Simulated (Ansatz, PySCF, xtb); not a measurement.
Breaking a bond: SiH (cation, charge +1), singlet.

Computed with: GFN1-xTB (xtb); RKS-B3LYP/6-31G* = PySCF with restricted B3LYP/6-31G*, spherical d; UHF/3-21G = unrestricted Hartree-Fock/3-21G (PySCF); FCI = full CI/aug-cc-pVDZ, frozen core in Ansatz (a quantum-chemistry and plane-wave program).

Energies relative to the lowest point of each curve near equilibrium, in mEh; the last columns give the difference from FCI:

| R / Å | GFN1-xTB | RKS-B3LYP/6-31G* | UHF/3-21G | FCI | GFN1-xTB − FCI | RKS-B3LYP/6-31G* − FCI | UHF/3-21G − FCI |
|---|---|---|---|---|---|---|---|
| 1.23 | 39.4 | 40.9 | 39.9 | 40.4 | -1.0 | 0.6 | -0.5 |
| 1.28 | 24.4 | 25.8 | 24.9 | 25.7 | -1.4 | 0.1 | -0.8 |
| 1.39 | 6.1 | 6.4 | 5.8 | 6.6 | -0.5 | -0.2 | -0.8 |
| 1.42 | 3.6 | 3.6 | 3.1 | 3.8 | -0.3 | -0.2 | -0.7 |
| 1.46 | 1.4 | 1.2 | 0.9 | 1.4 | 0.0 | -0.2 | -0.5 |
| 1.52 | 0.0 | 0.0 | 0.0 | 0.0 | 0.0 | 0.0 | 0.0 |
| 1.57 | 0.3 | 0.7 | 0.9 | 0.5 | -0.2 | 0.2 | 0.4 |
| 1.63 | 2.1 | 3.2 | 3.6 | 2.7 | -0.6 | 0.4 | 0.9 |
| 1.64 | 2.6 | 3.7 | 4.2 | 3.2 | -0.7 | 0.5 | 1.0 |
| 1.80 | 13.4 | 16.4 | 17.3 | 15.1 | -1.7 | 1.3 | 2.3 |
| 1.85 | 17.8 | 21.3 | 22.4 | 19.7 | -1.9 | 1.6 | 2.7 |
| 2.03 | 35.1 | 40.8 | 41.6 | 37.8 | -2.7 | 3.0 | 3.8 |
| 2.28 | 61.3 | 68.2 | 57.0 | 62.0 | -0.8 | 6.1 | -5.1 |
| 2.53 | 88.4 | 93.1 | 63.8 | 81.6 | 6.9 | 11.5 | -17.8 |
| 2.72 | 108.4 | 109.6 | 66.5 | 92.6 | 15.8 | 17.0 | -26.0 |
| 3.06 | 139.5 | 134.0 | 69.2 | 105.0 | 34.4 | 28.9 | -35.9 |
| 3.32 | 157.7 | 148.3 | 70.2 | 110.1 | 47.6 | 38.2 | -39.9 |
| 3.77 | 177.7 | 166.0 | 71.2 | 114.2 | 63.5 | 51.8 | -43.0 |
| 4.14 | — | 175.3 | 71.7 | 115.5 | — | 59.8 | -43.8 |
| 4.54 | — | 181.6 | 71.9 | 116.1 | — | 65.6 | -44.1 |
| 5.32 | — | 187.3 | 72.1 | 116.4 | — | 70.9 | -44.4 |
| 6.07 | — | 188.9 | 72.1 | 116.6 | — | 72.3 | -44.5 |

GFN1-xTB is furthest from FCI at 3.77 (63.5 mEh, above); its mean absolute difference over the points is 10.0 mEh.

RKS-B3LYP/6-31G* is furthest from FCI at 6.07 (72.3 mEh, above); its mean absolute difference over the points is 19.6 mEh.

UHF/3-21G is furthest from FCI at 6.07 (-44.5 mEh, below); its mean absolute difference over the points is 16.3 mEh.

Dashes: no converged value, or the column stops at the first point that the program doubted or that broke a chosen test of continuity, which isn't proof of a fault.

The restricted form behind RKS-B3LYP/6-31G* keeps the bonding electrons paired and can't separate into open-shell fragments. The unrestricted determinant behind UHF/3-21G is spin-contaminated at 1.23 to 1.28, 2.03 to 6.07 Å (<S²> up to 1.0, against 0.00 for a pure singlet).
